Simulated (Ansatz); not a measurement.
`F[SiH2][InH2]` + SiH₄ → `[SiH3][SiH2][InH2]` + H–F at 500 K and 1 bar (formal exchange of groups at the Si–F bond).

Gas-phase electronic energies from Ansatz, PBE0-D4/def2-TZVP geometries. CCSD(T)/CBS adds triple-zeta CCSD(T) − MP2 to the extrapolated MP2 energy (def2 sets, frozen cores). This one scheme is used for every species. Elements past krypton have def2 core potentials. For In outer-core shells are correlated without core-valence functions, which leaves a few kJ/mol of doubt a bond.

```json
{"species": "`F[SiH2][InH2]`", "CCSD(T)/CBS energy (Eh)": "-581.11562", "H − E (kJ/mol)": "120.8", "S (J/(mol·K))": "387.6"}
{"species": "SiH₄", "CCSD(T)/CBS energy (Eh)": "-291.46306", "H − E (kJ/mol)": "102.4", "S (J/(mol·K))": "230.9"}
{"species": "`[SiH3][SiH2][InH2]`", "CCSD(T)/CBS energy (Eh)": "-772.14490", "H − E (kJ/mol)": "190.9", "S (J/(mol·K))": "451.9"}
{"species": "H–F", "CCSD(T)/CBS energy (Eh)": "-100.39570", "H − E (kJ/mol)": "39.4", "S (J/(mol·K))": "188.7"}
```

H − E and S are ideal-gas, rigid-rotor, harmonic terms from PBE0-D4/def2-TZVP, for one conformer and one mirror image of each species. 1 Eh = 2625.50 kJ/mol, R = 8.31446 J/(mol·K).

Problem. By hand: ΔE, ΔH, ΔS and ΔG.

Solution. ΔE = (-772.14490) + (-100.39570) − (-581.11562) − (-291.46306) = 0.03808 Eh = 100.0 kJ/mol. Δ(H − E) = 190.9 + 39.4 − 120.8 − 102.4 = 7.1, so ΔH = 107.1 kJ/mol. ΔS = 451.9 + 188.7 − 387.6 − 230.9 = 22.1 J/(mol·K). ΔG = 107.1 − 500 × (22.1)/1000 = 96.0 kJ/mol.

Problem. By hand: the equilibrium constant, and the temperature at which ΔG would vanish if ΔH and ΔS stayed fixed.

Solution. log₁₀ K = −ΔG/(RT ln 10) = -10.0. ΔG = 0 at ΔH/ΔS = 4846 K, far beyond where these terms or the molecules hold.

ΔH outweighs TΔS. A doubt of 5 kJ/mol in ΔE shifts log₁₀ K by 0.5 here. Other conformers and mirror images would add mixing entropy, several J/(mol·K) or more a flexible species. Modes under 60 cm⁻¹, often nearly free rotors, make the harmonic entropy too high. These are equilibria of isolated gas molecules and say nothing of rates. Largest T1 diagnostic: 0.014 (customary marks: 0.02 for closed shells, 0.045 for open ones).
